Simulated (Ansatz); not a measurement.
`N#[C][AlH][OH]` + `CC=N` → `CC(=N)C#N` + `[OH][AlH2]` at 700 K and 1 bar (formal exchange of groups at a C–Al bond).

Isolated molecules relaxed with PBE0-D4/def2-TZVP in Ansatz; ΔE leaves out vibrations. CBS: MP2 limit from def2 TZ/QZ plus the TZ coupled-cluster correction, frozen cores. This one scheme is used for every species. Each species was taken in one conformer, which may not be the lowest.

```tsv
species	CCSD(T)/CBS energy (Eh)	H − E (kJ/mol)	S (J/(mol·K))
`N#[C][AlH][OH]`	-411.19791	130.7	386.8
`CC=N`	-133.79309	226.8	331.3
`CC(=N)C#N`	-225.92562	238.8	395.0
`[OH][AlH2]`	-319.03157	111.2	312.7
```

H − E and S are ideal-gas, rigid-rotor, harmonic terms from PBE0-D4/def2-TZVP, for one conformer and one mirror image of each species. 1 Eh = 2625.50 kJ/mol, R = 8.31446 J/(mol·K).

Question: By hand: ΔE, ΔH, ΔS and ΔG.

Answer: ΔE = (-225.92562) + (-319.03157) − (-411.19791) − (-133.79309) = 0.03381 Eh = 88.8 kJ/mol. Δ(H − E) = 238.8 + 111.2 − 130.7 − 226.8 = -7.5, so ΔH = 81.3 kJ/mol. ΔS = 395.0 + 312.7 − 386.8 − 331.3 = -10.4 J/(mol·K). ΔG = 81.3 − 700 × (-10.4)/1000 = 88.6 kJ/mol.

Question: By hand: the equilibrium constant, and the temperature at which ΔG would vanish if ΔH and ΔS stayed fixed.

Answer: log₁₀ K = −ΔG/(RT ln 10) = -6.6. ΔH and −TΔS have one sign here, so there is no such temperature.

The number of gas molecules stays the same, so ΔS is small and ΔH decides. A doubt of 5 kJ/mol in ΔE shifts log₁₀ K by 0.4 here. Other conformers and mirror images would add mixing entropy, several J/(mol·K) or more a flexible species. These are equilibria of isolated gas molecules and say nothing of rates. Largest T1 diagnostic: 0.014 (customary marks: 0.02 for closed shells, 0.045 for open ones).

ΔS is within the doubt of such terms, so its sign, and with it that verdict, could turn.
